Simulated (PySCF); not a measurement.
A structure optimised at PBE-D3(BJ)/def2-SVP, used in a PySCF frequency run:

```xyz
7

O     -1.2340     1.3320     0.0000
C     -0.1448     0.7701     0.0000
O      1.0631     1.4018     0.0000
C      0.0124    -0.6682     0.0000
F     -1.0262    -1.4693     0.0000
F      1.1724    -1.2908     0.0000
H      0.8467     2.3584     0.0000
```
Charge 0, spin multiplicity 2.

Question: Write its SMILES, formula and point group.

Answer: O=C(O)[C](F)F, C2HF2O2, Cs

Question: What are its rotational constants (standard atomic weights)?

Answer: 5.6486, 3.3606, 2.1070 GHz
